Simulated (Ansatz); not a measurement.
A run for Ansatz (a program for electronic structure): R-r2SCAN/def2-TZVPPD on C2H6N2 (a complex), monomers drawn apart or pushed together. Files ending in .json are basis or fitting sets from the Basis Set Exchange.

Ansatz 0.2 input:
```yaml
crystal:
  periodic: [false, false, false]
  atoms:
    - {symbol: N, position_ang: [-0.05341501, 0.00409944, 0.17064993]}
    - {symbol: H, position_ang: [0.64985827, 0.30730519, -0.49366318]}
    - {symbol: H, position_ang: [0.37040848, -0.71429221, 0.74933568]}
    - {symbol: H, position_ang: [-0.79547741, -0.43773557, -0.36034019]}
    - {symbol: C, position_ang: [-0.25517580, 1.33692632, 5.29753503]}
    - {symbol: C, position_ang: [0.42042913, 0.05844856, 5.44026584]}
    - {symbol: N, position_ang: [0.95373710, -0.95758594, 5.51710511]}
    - {symbol: H, position_ang: [-1.20031291, 1.32664395, 5.84094836]}
    - {symbol: H, position_ang: [0.36927051, 2.13938675, 5.69099630]}
    - {symbol: H, position_ang: [-0.44289657, 1.50327788, 4.23484439]}
basis:
  gaussian:
    orbitals: def2-TZVPPD.json
hamiltonian:
  xc: {name: r2SCAN}
scf: {lower_state_search: off}
```

The head of its log:

```
WARN ansatz: RAYON_NUM_THREADS=2 ignored (pool sized by the plan → 2); use --threads N
Functional definition: r2SCAN
these checks for a lower state are left out or cut short: stability, starts, cluster_reference, orbital_swaps, neighbouring_geometries, increment
integrals: 0.11 GiB planned
1060 factors; their error is unknown
mean field: 1.02 GiB planned
mean field evaluation 1: about -5137.0500 eV, gradient 8.3e1 eV
mean field evaluation 2: about -5119.0328 eV, gradient 1.2e2 eV
```

Problem. What total energy does the run end on?

Solution. -189.2758 hartree.
